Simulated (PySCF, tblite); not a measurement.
A set of runs on `FC1C[O][GeH2][O]C1`; the geometry of each is named by its level. Settings lines and outputs come from a driver script.

Species: C₃H₇FGeO₂.
Numbering: `[F:1][CH:2]1[CH2:3][O:4][GeH2:5][O:6][CH2:7]1` (hydrogens: H8 on C2; H9, H10 on C3; H11, H12 on Ge5; H13, H14 on C7)

Step 1: GFN2-xTB geometry optimisation, gas phase (tblite 0.8.0) (from a force-field or distance-geometry start)
```json
{"job": {"kind": "relax", "xc": "GFN2-xTB", "basis": "xTB"}, "charge": 0, "multiplicity": 1}
```
```
step      E/eV     max force
  0    -674.76664    2.948
  1    -675.00141    1.418
  2    -675.08086    0.671
...
 88    -675.44330    0.032
 89    -675.44340    0.030
 90    -675.44348    0.019
 91    -675.44351    0.010
 92    -675.44352    0.007
```

Energy lowered by 15.6 kcal/mol over 92 steps; largest atomic force 0.007 eV/Å at the end. «max force» is the largest atomic force in eV/Å.

Hardware: an Arm Neoverse N1 with one thread, on a shared host. Cost: 0.81 s of wall time.

Step 2: GFN2-xTB harmonic vibrations, gas phase (tblite 0.8.0) (on the GFN2-xTB geometry)
```json
{"job": {"kind": "ir", "xc": "GFN2-xTB", "basis": "xTB"}, "charge": 0, "multiplicity": 1}
```
```
(table of modes left out)
```

36 modes from 69 to 2946 cm⁻¹ (unscaled, harmonic); zero-point energy 60.4 kcal/mol; all wavenumbers are real at this level.

Time: 0.61 s wall. Hardware: one thread of an Arm Neoverse N1, no GPU, on a shared host.

Step 3: TDDFT wB97X-D/def2-SVPD, vertical, gas phase, core orbitals frozen in the response (PySCF 2.14.0, density-fitted response routines) (on the GFN2-xTB geometry)
```json
{"job": {"kind": "uv", "xc": "wB97X-D", "basis": "def2-SVPD", "nstates": 8, "ntriplets": 3}, "charge": 0, "multiplicity": 1}
```
```
...
Static polarisability (au): isotropic 67.158, principal 62.123 64.050 75.300
Singlet excitations
state   eV       nm        f      main configurations
  1   7.1286    173.9   0.00223   H-1->L+1 0.88
  2   7.1984    172.2   0.00409   H->L+1 0.91
  3   7.6403    162.3   0.00156   H->L 0.68, H->L+2 0.14
  4   7.7285    160.4   0.00870   H-1->L 0.46, H-1->L+3 0.19, H-1->L+2 0.16
  5   7.9829    155.3   0.07496   H-1->L+2 0.40, H-1->L 0.38, H-1->L+3 0.11
  6   8.0466    154.1   0.01037   H->L+2 0.39, H->L 0.20, H->L+5 0.17
  7   8.0880    153.3   0.03984   H-2->L+1 0.83
  8   8.2991    149.4   0.00041   H-2->L 0.55, H-2->L+2 0.21, H-2->L+3 0.09
Triplet excitations (Tamm-Dancoff, eV): 6.7988 6.9118 7.4457
```

HOMO -9.67 eV, LUMO 2.03 eV; lowest singlet 7.13 eV; lowest triplet 6.80 eV (Tamm–Dancoff); mean polarisability 67.2 au.

On one thread of an Arm Neoverse N1 (shared host), this took 85 s of wall time and 0.95 GiB of memory at its peak.

Geometry of the electronic-property runs (GFN2-xTB):
```
atom  x, y, z in Å
F1    -0.251   -0.038    1.721
C2    -0.913    0.315    0.549
C3    -1.024   -0.949   -0.295
O4     0.222   -1.511   -0.623
Ge5    1.715   -0.658   -0.197
O6     1.221    1.028   -0.418
C7    -0.093    1.419   -0.107
H8    -1.904    0.683    0.834
H9    -1.597   -1.698    0.268
H10   -1.567   -0.710   -1.216
H11    2.162   -0.947    1.212
H12    2.670   -0.944   -1.307
H13   -0.603    1.737   -1.024
H14   -0.039    2.272    0.581
```

 (This holds for the electronic-property runs.)

One conformer stands for the species.

wB97X-D is run here without its empirical dispersion term; that term would change no orbital, density or response property at a fixed geometry.
